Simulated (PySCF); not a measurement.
C$_{4}$H$_{12}$O$_{4}$Ti, charge +1, quartet, geometry from GFN2-xTB of the parent state (such geometries of metal compounds can be far from the true shape) (a state made from the parent by changing its charge; the spin is typed, not shown lowest); B3LYP/STO-3G in PySCF.

Input for PySCF:
```python
from pyscf import gto, scf, dft

mol = gto.Mole()
mol.atom = '''
    Ti    0.19602624   -0.03307698    0.08517431
    O    -1.51939867    0.14731289    0.35357079
    C    -1.98994423    0.64490125    1.57025692
    H    -1.59867019    1.66230384    1.74866106
    H    -3.08982221    0.68845792    1.54398018
    H    -1.68060457   -0.00915351    2.40409188
    O     0.33180974   -0.84766475   -1.42954178
    C    -0.42435284   -0.66480244   -2.58306497
    H     0.01990371    0.11992038   -3.21776086
    H    -0.44832220   -1.60085573   -3.16140320
    H    -1.46054878   -0.38028409   -2.32597764
    O     0.88996103   -0.95604241    1.37931825
    C     0.88730172   -2.34777466    1.38082381
    H     1.41376826   -2.74208824    0.49486502
    H     1.39712590   -2.71598517    2.28409083
    H    -0.14871883   -2.73233309    1.38303900
    O     0.89298050    1.55622209    0.11421783
    C     0.65260328    2.51505484   -0.86437782
    H    -0.40364078    2.48363879   -1.19361958
    H     0.86303675    3.51669816   -0.45871038
    H     1.30744687    2.35447787   -1.73743967
'''
mol.basis = 'sto-3g'
mol.charge = 1
mol.spin = 3
mol.verbose = 4
mol.build()

mf = dft.ROKS(mol)
mf.xc = 'b3lyp'
mf.kernel()
```

It wrote (shortened):

```
PySCF version 2.14.0

[INPUT] verbose = 4
[INPUT] num. atoms = 21
[INPUT] num. electrons = 89
[INPUT] charge = 1
[INPUT] spin (= nelec alpha-beta = 2S) = 3
[INPUT] symmetry False subgroup None
[INPUT] Mole.unit = angstrom
[INPUT] Symbol           X                Y                Z      unit          X                Y                Z       unit  Magmom
[...]
nuclear repulsion = 746.640183870367
number of shells = 44
number of NR pGTOs = 210
number of NR cGTOs = 70
basis = sto-3g
ecp = {}

******** <class 'pyscf.dft.roks.ROKS'> ********
method = ROKS
initial guess = minao
damping factor = 0
level_shift factor = 0
DIIS = <class 'pyscf.scf.diis.CDIIS'>
diis_start_cycle = 1
diis_space = 8
diis_damp = 0
SCF conv_tol = 1e-09
SCF conv_tol_grad = None
SCF max_cycles = 50
direct_scf = True
direct_scf_tol = 1e-13
num. doubly occ = 43  num. singly occ = 3
XC library pyscf.dft.libxc version 7.1.2
    S. Lehtola, C. Steigemann, M. J. T. Oliveira, and M. A. L. Marques,  SoftwareX 7, 1–5 (2018)
XC functionals = b3lyp
    P. J. Stephens, F. J. Devlin, C. F. Chabalowski, and M. J. Frisch,  J. Phys. Chem. 98, 11623 (1994)
radial grids:
    Treutler-Ahlrichs [JCP 102, 346 (1995); DOI:10.1063/1.469408] (M4) radial grids

becke partition: Becke, JCP 88, 2547 (1988); DOI:10.1063/1.454033
pruning grids: <function nwchem_prune>
grids dens level: 3
symmetrized grids: False
atomic radii adjust function: <function treutler_atomic_radii_adjust>
small_rho_cutoff = 0
Set gradient conv threshold to 3.16228e-05
tot grids = 251400
init E= -1295.53607157025
[...]
cycle= 1 E= -1294.43943829951  delta_E=  1.1  |g|= 1.03  |ddm|= 4.23

WARN: HOMO 0.140262489231993 >= LUMO 0.121578087519989

cycle= 2 E= -1293.49739482828  delta_E= 0.942  |g|= 1.86  |ddm|= 3.27
[...]
cycle= 3 E= -1294.20331688616  delta_E= -0.706  |g|= 1.27  |ddm|= 3.38
[...]
cycle= 4 E= -1294.6156326645  delta_E= -0.412  |g|= 0.862  |ddm|= 2.38
[...]
cycle= 5 E= -1294.91101056577  delta_E= -0.295  |g|= 0.367  |ddm|= 1.79
[...]
cycle= 6 E= -1294.90700889772  delta_E= 0.004  |g|= 0.368  |ddm|= 1.23
[...]
cycle= 7 E= -1294.87958534316  delta_E= 0.0274  |g|= 0.442  |ddm|= 1.33
[...]
cycle= 8 E= -1294.97271047224  delta_E= -0.0931  |g|= 0.0857  |ddm|= 0.788
[...]
cycle= 9 E= -1294.97426391473  delta_E= -0.00155  |g|= 0.0839  |ddm|= 0.298
[...]
cycle= 10 E= -1294.97676258986  delta_E= -0.0025  |g|= 0.0522  |ddm|= 0.108
[...]
cycle= 11 E= -1294.97599415589  delta_E= 0.000768  |g|= 0.0775  |ddm|= 0.224
[...]
cycle= 12 E= -1294.97694511885  delta_E= -0.000951  |g|= 0.0624  |ddm|= 0.0747
[...]
cycle= 13 E= -1294.97705486501  delta_E= -0.00011  |g|= 0.0578  |ddm|= 0.108
[...]
cycle= 14 E= -1294.97852367336  delta_E= -0.00147  |g|= 0.0232  |ddm|= 0.161
[...]
cycle= 15 E= -1294.97815309905  delta_E= 0.000371  |g|= 0.0163  |ddm|= 0.285
[...]
cycle= 16 E= -1294.97874161052  delta_E= -0.000589  |g|= 0.0109  |ddm|= 0.12
[...]
cycle= 17 E= -1294.97890170637  delta_E= -0.00016  |g|= 0.0041  |ddm|= 0.049
[...]
cycle= 18 E= -1294.97893359749  delta_E= -3.19e-05  |g|= 0.00676  |ddm|= 0.023
[...]
cycle= 19 E= -1294.97895517887  delta_E= -2.16e-05  |g|= 0.00389  |ddm|= 0.0109
[...]
cycle= 20 E= -1294.97897399513  delta_E= -1.88e-05  |g|= 0.00312  |ddm|= 0.0172
[...]
cycle= 21 E= -1294.97897941741  delta_E= -5.42e-06  |g|= 0.0017  |ddm|= 0.00828
[...]
cycle= 22 E= -1294.97898320806  delta_E= -3.79e-06  |g|= 0.0013  |ddm|= 0.00691
[...]
cycle= 23 E= -1294.97898447517  delta_E= -1.27e-06  |g|= 0.0013  |ddm|= 0.00596
[...]
cycle= 24 E= -1294.97898528397  delta_E= -8.09e-07  |g|= 0.000359  |ddm|= 0.00288
[...]
cycle= 25 E= -1294.97898535639  delta_E= -7.24e-08  |g|= 0.000139  |ddm|= 0.00169
[...]
cycle= 26 E= -1294.9789853909  delta_E= -3.45e-08  |g|= 0.000113  |ddm|= 0.00149
[...]
cycle= 27 E= -1294.97898539574  delta_E= -4.84e-09  |g|= 2.07e-05  |ddm|= 0.000322
[...]
cycle= 28 E= -1294.97898539763  delta_E= -1.89e-09  |g|= 1.84e-05  |ddm|= 0.000429
[...]
cycle= 29 E= -1294.97898539778  delta_E= -1.48e-10  |g|= 1.32e-05  |ddm|= 0.000113
[...]
Extra cycle  E= -1294.97898539455  delta_E= 3.22e-09  |g|= 8.69e-05  |ddm|= 0.000213
converged SCF energy = -1294.97898539455
```
